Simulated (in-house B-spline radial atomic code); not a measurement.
# Sn XIII (Sn12+): [Kr] 4d2

All numbers are computed (Dirac-Kohn-Sham OLYP, spherical fractional occupations; Fermi nucleus of rms radius 4.6519 fm) with an all-electron radial atomic-structure program (B-spline basis), not measured.

Effective charges: Z_r = [3n² - l(l+1)]/(2<r>) from the radius, Z_e = n√(-2ε) from the energy, and Slater's rules. Values are occupation-weighted means over j. An effective charge above Z reflects the relativistic contraction of the inner shells.

| shell | electrons | ε (eV) | <r> (bohr) | Z_r | Z_e | Slater |
| --- | --- | --- | --- | --- | --- | --- |
| 1s | 2 | -29251 | 0.02906 | 51.62 | 46.37 | 49.70 |
| 2s | 2 | -4640.7 | 0.1251 | 47.97 | 36.94 | 45.85 |
| 2p | 6 | -4199.2 | 0.1094 | 45.72 | 35.14 | 45.85 |
| 3s | 2 | -1099 | 0.3377 | 39.97 | 26.96 | 38.75 |
| 3p | 6 | -953.9 | 0.3356 | 37.25 | 25.12 | 38.75 |
| 3d | 10 | -729.14 | 0.3118 | 33.67 | 21.96 | 28.85 |
| 4s | 2 | -365.12 | 0.7697 | 31.18 | 20.72 | 22.25 |
| 4p | 6 | -317.47 | 0.8079 | 28.47 | 19.32 | 22.25 |
| 4d | 2 | -244.95 | 0.8756 | 23.98 | 16.97 | 13.65 |

The least bound orbital is 4d5/2 at -244.3 eV, and it is also the most diffuse (<r> = 0.8781 bohr).

Spin-orbit splittings of the orbital energies (j = l + 1/2 above j = l - 1/2 when positive): 2p 230.6 eV, 3p 42.58 eV, 3d 8.865 eV, 4p 9.297 eV, 4d 1.677 eV.

For the 1s electron the small component carries 3.37 % of the norm, the zero-frequency Breit interaction raises the level by 67.87 eV, self-energy by 38.36 eV, and vacuum polarisation lowers it by 5.05 eV.
